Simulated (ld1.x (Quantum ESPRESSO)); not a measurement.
Reading a pseudo-wave (technetium)

Columns: radius, all-electron u(r) and pseudo u(r) of the 4s shell (level -71.83 eV) of technetium in the configuration [Ar] 3d10 4s2 4p6 4d5.5 5s1.5 5p0; LDA (PZ), scalar-relativistic, RRKJ scheme, ld1.x (Quantum ESPRESSO) 7.5.

```json
{"r (bohr)": "0.080", "all-electron": "-0.3504", "pseudo": "-0.0225"}
{"r (bohr)": "0.160", "all-electron": "-0.1136", "pseudo": "-0.0593"}
{"r (bohr)": "0.240", "all-electron": "0.4427", "pseudo": "-0.1215"}
{"r (bohr)": "0.320", "all-electron": "0.6194", "pseudo": "-0.2148"}
{"r (bohr)": "0.400", "all-electron": "0.4374", "pseudo": "-0.3383"}
{"r (bohr)": "0.480", "all-electron": "0.0814", "pseudo": "-0.4845"}
{"r (bohr)": "0.560", "all-electron": "-0.3019", "pseudo": "-0.6410"}
{"r (bohr)": "0.640", "all-electron": "-0.6320", "pseudo": "-0.7929"}
{"r (bohr)": "0.720", "all-electron": "-0.8769", "pseudo": "-0.9254"}
{"r (bohr)": "0.800", "all-electron": "-1.0338", "pseudo": "-1.0267"}
{"r (bohr)": "0.880", "all-electron": "-1.1130", "pseudo": "-1.0891"}
{"r (bohr)": "0.960", "all-electron": "-1.1310", "pseudo": "-1.1104"}
{"r (bohr)": "1.040", "all-electron": "-1.1042", "pseudo": "-1.0935"}
{"r (bohr)": "1.120", "all-electron": "-1.0468", "pseudo": "-1.0446"}
{"r (bohr)": "1.200", "all-electron": "-0.9708", "pseudo": "-0.9727"}
{"r (bohr)": "1.280", "all-electron": "-0.8851", "pseudo": "-0.8875"}
{"r (bohr)": "1.360", "all-electron": "-0.7961", "pseudo": "-0.7974"}
{"r (bohr)": "1.440", "all-electron": "-0.7085", "pseudo": "-0.7087"}
{"r (bohr)": "1.520", "all-electron": "-0.6250", "pseudo": "-0.6250"}
{"r (bohr)": "1.600", "all-electron": "-0.5474", "pseudo": "-0.5474"}
{"r (bohr)": "1.680", "all-electron": "-0.4766", "pseudo": "-0.4766"}
{"r (bohr)": "1.760", "all-electron": "-0.4128", "pseudo": "-0.4128"}
{"r (bohr)": "1.840", "all-electron": "-0.3561", "pseudo": "-0.3561"}
{"r (bohr)": "1.920", "all-electron": "-0.3061", "pseudo": "-0.3061"}
{"r (bohr)": "2.000", "all-electron": "-0.2623", "pseudo": "-0.2623"}
{"r (bohr)": "2.080", "all-electron": "-0.2242", "pseudo": "-0.2242"}
```

Question: How many radial nodes do the two functions have?

Answer: The all-electron 4s function has n − l − 1 = 3 (the table is too coarse to show those close to the nucleus); the pseudo-wave has 0, since the states of the same l below it are removed with the core.

Question: At about which radius was the pseudo-wave matched?

Answer: 1.50 bohr, where the columns begin to agree (steps of 0.08 bohr).

Question: Where does each function peak?

Answer: Outermost all-electron maximum near 0.96 bohr, pseudo maximum near 0.96 bohr (to the table’s step).

Question: Is the pseudo-wave norm-conserving?

Answer: Yes: the RRKJ scheme keeps the norm inside the radius equal to the all-electron one, which fixes the energy derivative of the logarithmic derivative at the level.
